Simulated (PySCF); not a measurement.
Species: C4H11GaSSi.
Cartesian coordinates in Å at the PBE0-D3(BJ)/def2-SVP level; atoms count from 1:
```xyz
18
C4H11GaSSi angstrom
Si     3.4895    0.2528   -0.6637
S      2.5652   -1.4449    0.2760
Ga     0.4856   -0.7059    0.2545
C     -0.2962    0.9870   -0.4116
C     -1.7865    0.6157   -0.3745
C     -2.1193   -0.2840    0.8322
C     -1.2004   -1.5134    0.8940
H      3.2210    1.5125    0.0932
H      3.0117    0.4348   -2.0674
H      4.9592   -0.0034   -0.6800
H     -0.0649    1.7928    0.3077
H      0.0491    1.3257   -1.3992
H     -2.4323    1.5102   -0.3618
H     -2.0461    0.0673   -1.2988
H     -3.1845   -0.5698    0.8007
H     -1.9921    0.3108    1.7552
H     -1.1629   -1.9874    1.8850
H     -1.5192   -2.2882    0.1742
```

Method used: TDDFT PBE0/def2-SVPD, vertical, gas phase, core orbitals frozen in the response in PySCF 2.14.0, density-fitted response routines. Relativistic effects, spin–orbit coupling among them, are left out although an element past zinc is present.

Kohn–Sham orbitals with the atoms that hold most of them (Löwdin shares over 4%, at most four atoms; ? is withheld):

```json
{"orbital": "LUMO+2", "ε (eV)": "0.10", "atoms": "Si1 27%, S2 23%, Ga3 11%, H8 10%"}
{"orbital": "LUMO+1", "ε (eV)": "-0.39", "atoms": "Ga3 40%, S2 18%, Si1 12%, C7 5%"}
{"orbital": "LUMO", "ε (eV)": "?", "atoms": "Ga3 44%, S2 19%, C4 10%, C7 10%"}
{"orbital": "HOMO", "ε (eV)": "-7.08", "atoms": "?"}
{"orbital": "HOMO-1", "ε (eV)": "-7.53", "atoms": "?"}
{"orbital": "HOMO-2", "ε (eV)": "-8.00", "atoms": "S2 36%, Ga3 14%, C7 12%, C6 7%"}
{"orbital": "HOMO-3", "ε (eV)": "-9.12", "atoms": "C5 20%, C6 19%, H14 12%, H16 12%"}
```

(1) Which atoms hold the HOMO, and with what shares?

(2) Give the leading atoms of the HOMO-1.

(3) What is the LUMO energy, and the HOMO–LUMO gap?

Results:

(1) C4 (bonded to C, Ga and 2 H) 26%; C7 (bonded to C, Ga and 2 H) 23%; Ga3 (bonded to 2 C and S) 19%; S2 (bonded to Ga and Si) 5%. By element: carbon 50% or more, gallium 19%, sulfur 5%.

(2) S2 (bonded to Ga and Si) 70%; Si1 (bonded to S and 3 H) 12%; Ga3 (bonded to 2 C and S) 8%; H9 (bonded to Si) 4%.

(3) ε(LUMO) = -0.90 eV; the gap is 6.18 eV (0.2272 hartree).

Task: The HOMO–LUMO gap is 6.18 eV. Where does the response calculation put the lowest singlet, and from which orbitals?

Result: S1 is at 4.76 eV (f = 0.0001), 1.42 eV below the gap, made of HOMO→LUMO (99%). 

Task: One configuration dominates each of S1, S2, S3, S4, S5 and S8. Which, and how do the shares of the two leading atoms of either orbital change from the occupied to the empty one?

Result: 
- S1 (4.76 eV, f 0.0001), HOMO→LUMO (99%): C4 26% → 10%, C7 23% → 10%, Ga3 19% → 44%, S2 5% → 19%
- S2 (5.57 eV, f 0.053), HOMO-1→LUMO (94%): S2 70% → 19%, Si1 12% → at most 10%, Ga3 8% → 44%
- S3 (5.72 eV, f 0.035), HOMO→LUMO+1 (97%): C4 26% → at most 5%, C7 23% → 5%, Ga3 19% → 40%, S2 5% → 18%
- S4 (5.76 eV, f 0.0002), HOMO-2→LUMO (90%): S2 36% → 19%, Ga3 14% → 44%
- S5 (5.91 eV, f 0.034), HOMO-1→LUMO+1 (86%): S2 70% → 18%, Si1 12% → 12%, Ga3 8% → 40%
- S8 (6.60 eV, f 0.102), HOMO-2→LUMO+1 (83%): S2 36% → 18%, Ga3 14% → 40%

On an Arm Neoverse N1 with one thread, no GPU, on a shared host, this took 12 min (grids of density and orbitals included) and 1.3 GiB of memory at its peak.

One conformer stands for the species.
